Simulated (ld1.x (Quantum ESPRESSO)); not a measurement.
# boron, TM: configuration errors across variants

```json
{
  "Element": "B (Z = 5)",
  "Generator": "ld1.x (Quantum ESPRESSO) 7.5",
  "Type": "norm-conserving Troullier–Martins (Kleinman–Bylander form)",
  "Functional": "PBE",
  "Relativity": "scalar-relativistic",
  "Frozen core": "[He]",
  "Valence charge": "3",
  "Reference configuration": "2s2 2p1",
  "Partial waves": "2p (bound): rc 2.95 bohr; 2s (bound): rc 1.05 bohr",
  "Local potential": "the s channel",
  "Core correction": "a·sin(br)/r model core, default radius (core density twice the valence density)"
}
```

All-electron excitation energies from the reference (eV): (1) 2s2 2p0 8.220; (2) 2s1 2p0 33.642; (3) 2s2 2p0.5 2.887; (4) 2s2 2p1.3 -0.738; (5) 2s1 2p1 14.361; (6) 2s1 2p2 5.851; (7) 2s0 2p3 11.721.

The default core radius of the base comes out at 0.69 bohr.

3 further variants failed, have other tests or another functional or relativity, and are left out.

Errors AE − PS in meV (a dash: test not solved or not reliable):

| change | (1) | (2) | (3) | (4) | (5) | (6) | (7) | bound ghosts |
| --- | --- | --- | --- | --- | --- | --- | --- | --- |
| base | +81 | +262 | +11 | +0.9 | -45 | -17 | -70 | none |
| local potential the p channel | +72 | +249 | +7.7 | -0.2 | -62 | -18 | -72 | none |
| all radii but the core radius scaled by about 0.94 (s 1.00, p 2.78 bohr) | +62 | +208 | +8.2 | +0.7 | -33 | -12 | -48 | none |
| type RRKJ | +104 | +325 | +15 | +1.3 | -58 | -23 | -91 | none |
| core correction a·sin(br)/r model core inside 0.94 bohr | +80 | +262 | +11 | +0.9 | -46 | -16 | -67 | none |
| wave 2p (bound): rc 2.95 bohr becomes 2p (bound): rc 3.84 bohr | +199 | +570 | +30 | +3.1 | -102 | -42 | -169 | none |

**Question.** Give the same row for: wave 2s (bound): rc 1.05 bohr becomes 2s (bound): rc 1.30 bohr.

**Answer.** +80, +263, +11, +0.9, -45, -17, -70; bound ghosts: none.
